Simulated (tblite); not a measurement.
Species: C5H12FPSi.
Numbering: `[CH3:1][C@@H:2]([F:3])[C@H:4]1[CH2:5][CH2:6][Si@H:7]1[PH2:8]` (hydrogens: H9, H10, H11 on C1; H12 on C2; H13 on C4; H14, H15 on C5; H16, H17 on C6; H18 on Si7; H19, H20 on P8)

Structure used (GFN2-xTB), in Å, numbered top down from 1:
```xyz
20
C5H12FPSi angstrom
C      2.488   -0.818   -0.613
C      0.991   -0.977   -0.402
F      0.765   -2.147    0.318
C      0.357    0.175    0.353
C      0.241    1.488   -0.442
C     -1.223    1.863   -0.145
Si    -1.552    0.121    0.585
P     -2.477   -1.277   -0.900
H      2.991   -0.744    0.349
H      2.680    0.085   -1.185
H      2.888   -1.675   -1.150
H      0.477   -1.131   -1.363
H      0.905    0.320    1.285
H      0.956    2.249   -0.131
H      0.382    1.303   -1.507
H     -1.295    2.664    0.587
H     -1.782    2.172   -1.025
H     -2.026    0.063    1.976
H     -2.050   -2.417   -0.245
H     -3.720   -1.307   -0.290
```

All values are computed: GFN2-xTB (tblite) harmonic vibrations without scaling, gas phase. Errors from tens to a few hundred cm⁻¹ against measured bands are possible. Modes of hydrogen on phosphorus and silicon can be 10 to 20 % off. One conformer, not necessarily the lowest.

Harmonic wavenumbers (cm⁻¹): 42.2, 75.9, 78.2, 108.1, 141.2, 160.0, 191.1, 287.0, 323.3, 400.4, 448.3, 470.1, 532.1, 554.9, 564.1, 670.4, 688.9, 703.1, 732.8, 765.2, 879.9, 893.1, 953.2, 1004.2, 1031.9, 1063.5, 1081.6, 1099.6, 1136.9, 1150.5, 1172.8, 1201.7, 1219.9, 1247.9, 1288.1, 1302.8, 1338.1, 1396.4, 1468.3, 1475.4, 1488.4, 1494.8, 2186.5, 2306.2, 2387.4, 2871.4, 2968.7, 2984.5, 2996.6, 3011.6, 3019.6, 3038.1, 3041.7, 3055.3.

A = 1733, B = 1111, C = 795.4 MHz; mass 150.043 u (most abundant isotopes); point group C1, symmetry number 1.

Question: What is the zero-point energy?

Answer: Half the sum of the wavenumbers: 34097 cm⁻¹ = 407.89 kJ/mol.

Question: Give the ideal-gas entropy at 500 K and 1 bar in the rigid-rotor, harmonic-oscillator model (classical rotation).

Answer: Translation 182.10, rotation 130.84, vibration 233.52: S = 546.5 J/(mol K).

Question: And Cp and H(500 K) − H(0)?

Answer: Cp = 255.83 J/(mol K), of which vibrations give 222.58 (their classical limit is 54 R = 449.0); H(500 K) − H(0) = 75.35 kJ/mol without the zero-point energy, 58.72 from vibrations.

Question: Which modes carry the vibrational entropy at 500 K?

Answer: 42.2 cm⁻¹: 25.85; 75.9 cm⁻¹: 20.98; 78.2 cm⁻¹: 20.73; 108.1 cm⁻¹: 18.06; 141.2 cm⁻¹: 15.86; 160.0 cm⁻¹: 14.84 J/(mol K); the other 48 give 117.21 together.

Question: Blend soft modes into free rotors: weight 1/[1 + (100 cm⁻¹/ν̃)⁴] for the oscillator and the rest for a rotor with moment μB/(μ + B), μ = h/(8π²ν), B = 10⁻⁴⁴ kg m². What vibrational entropy results?

Answer: 214.27 J/(mol K) in place of 233.52, which changes −T·S at 500 K by +9.63 kJ/mol.

Question: How do the functions run with temperature in this model?

Answer: 
| T (K) | S (J/(mol K)) | Cp (J/(mol K)) | H − H(0) (kJ/mol) | G − H(0) (kJ/mol) | ln q(vib) |
| --- | --- | --- | --- | --- | --- |
| 100 | 303.6 | 85.9 | 5.94 | -24.42 | 2.17 |
| 200 | 376.2 | 128.9 | 16.65 | -58.58 | 5.25 |
| 300 | 437.1 | 175.0 | 31.84 | -99.29 | 8.21 |
| 800 | 685.1 | 333.3 | 164.76 | -383.33 | 22.11 |
| 1000 | 763.3 | 366.7 | 234.94 | -528.34 | 27.13 |

q(vib) and H(0) count from the zero-point level.

Hindered rotation and anharmonicity are outside this model. Other conformers, if any are populated, would add a mixing term that is left out. The structure is chiral; the term R ln 2 for an equal mix with its mirror image is left out.
